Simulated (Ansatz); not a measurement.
Relaxing a trial structure of Al2FH5Si

The starting geometry of this gas-phase singlet was optimised with GFN2-xTB; its bonds are those of `[F][AlH][SiH2][AlH2]`.

```xyz
9

Al   -1.4667   -3.1148   -1.6037
Al   -1.1299    0.4854    0.8397
F    -0.2328   -4.1487   -1.2229
Si   -1.3327   -0.7060   -1.2774
H    -2.6324   -3.9423   -2.2123
H    -2.4578   -0.1107   -2.0783
H    -0.1607   -0.2820   -2.1305
H    -1.7233   -0.0258    2.1953
H    -0.4257    1.8632    1.0967
```

Q: Predict what becomes of its bonds when it is optimised with BLYP-D3(BJ)/def2-SVP.

A: A new bond forms, giving a structure with F3 bridging Al2 and Al1, given below by its coordinates. Contacts that close: Al2–F3 (5.15 → 1.99 Å).

The energy falls by 0.60 eV over 52 steps:

```
step  E − E(last) (eV)
   1             0.601
   7             0.421
  12             0.402
  18             0.396
  24             0.395
  29             0.393
  35             0.386
  41             0.377
  46             0.015
  52             0.000
```

Final geometry (Å):

```xyz
9

Al   -1.3815   -2.6162   -1.4770
Al   -0.9307   -0.4686    0.6551
F    -0.8802   -2.4130    0.2513
Si   -1.6713   -0.1990   -1.7284
H    -1.3477   -4.1730   -1.8229
H    -3.0954    0.0848   -2.1278
H    -0.7681    0.2925   -2.8287
H    -2.0881   -0.3632    1.7470
H     0.6009   -0.1260    0.9379
```

Frequencies at the end are all real (lowest 75 cm⁻¹). Run with Ansatz 0.2.0, 4.2 min on 1 thread of Intel(R) Xeon(R) Processor @ 2.50GHz (Skylake/Cascade Lake), on a shared host.
